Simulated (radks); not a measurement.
These are the eigenvalues of the occupied orbitals of an atom or ion with whole-number occupations (eV). Method: Dirac Kohn-Sham, PBE, spin-unpolarised, spherical densities, point nucleus; computed with a radial shooting solver on a logarithmic mesh with Libxc functionals.

1s1/2: -801.0799
2s1/2: -129.8917
3s1/2: -44.2790

Which element is it, and in what charge state? The configuration may be excited. Open shells, if any, are shared by 2j + 1.

Answer. Z = 9, fluorine, charge +4: F4+ in [He] 2s2 3s1. The list shows which subshells hold electrons but not how many an open one holds; the 1s level, -29.439 hartree, gives Z - s = 7.7 by -(Z - s)^2/2, which with screening and relativity narrows Z to a few neighbours, and the depths of the outer levels then fix element, charge and occupations together.
